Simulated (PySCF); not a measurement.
## A computed series [M(CH3)2]+

Computed with PySCF 2.14.0, PBE0, def2-SVP on the ligands, density fitting, scalar-relativistic core potentials, no spin-orbit coupling, vacuum. Each member is relaxed from one template within its symmetry. Distances are means of the shortest metal–ligand contacts, charges and spins Mulliken's; removal energies are rigid, with the ligand's formal charge and no counterpoise, so too large; for an anion taken off a cation in vacuum most of it is the attraction of opposite charges, and multiply charged cations can part far more cheaply with an electron moved from ligand to metal. lcecp potentials hold a fixed number of 4f electrons in the core, out of states, spins and gaps.

| metal | basis on the metal | point group | M–CH3 (Å) | charge on M (e) | removal of one CH3 (eV) | strongest infrared band, degenerate modes summed (cm⁻¹) | unstable modes (below −25 cm⁻¹) |
| --- | --- | --- | --- | --- | --- | --- | --- |
| Y | def2-SVP with ECP28 | C2 | 2.234 | 1.24 | 15.86 | 496 | 0 |
| Er | lcecp-1-SVP with ECP57 | C2 | 2.240 | 1.23 | 15.99 | 479 | 0 |
| Yb | lcecp-1-SVP with ECP59 | C2 | 2.223 | 1.21 | 16.16 | 483 | 0 |
| Tl | def2-SVP with ECP60 | D3h | 2.140 | 0.65 | 18.98 | 840 | 0 |

Q: Order these by the M–CH3 distance, lowest first.
A. Dy, lcecp-1-SVP with ECP55
B. Pr, lcecp-1-SVP with ECP48
C. Gd, lcecp-1-SVP with ECP53
D. La, def2-SVP with ECP46
E. Sm, lcecp-1-SVP with ECP51

A: A (2.259), C (2.280), E (2.302), B (2.343), D (2.387).

Q: What else do they give?

A: 
| metal | basis on the metal | point group | M–CH3 (Å) | charge on M (e) | removal of one CH3 (eV) | strongest infrared band, degenerate modes summed (cm⁻¹) | unstable modes (below −25 cm⁻¹) |
| --- | --- | --- | --- | --- | --- | --- | --- |
| La | def2-SVP with ECP46 | C2 | 2.387 | 1.30 | 14.82 | 448 | 0 |
| Pr | lcecp-1-SVP with ECP48 | C2 | 2.343 | 1.32 | 15.08 | 455 | 0 |
| Sm | lcecp-1-SVP with ECP51 | C2 | 2.302 | 1.28 | 15.39 | 465 | 0 |
| Gd | lcecp-1-SVP with ECP53 | C2 | 2.280 | 1.28 | 15.59 | 470 | 0 |
| Dy | lcecp-1-SVP with ECP55 | C2 | 2.259 | 1.25 | 15.79 | 475 | 0 |

From Pr to Yb the M–CH3 distance shrinks by 0.12 Å, the lanthanide contraction, and the energy to remove one CH3 rises by 1.08 eV.

Moved off a saddle point of the template and relaxed again: Y, La, Pr, Sm, Gd, Dy, Er, Yb. One start shape was tried for each, so a minimum needn't be the lowest isomer.
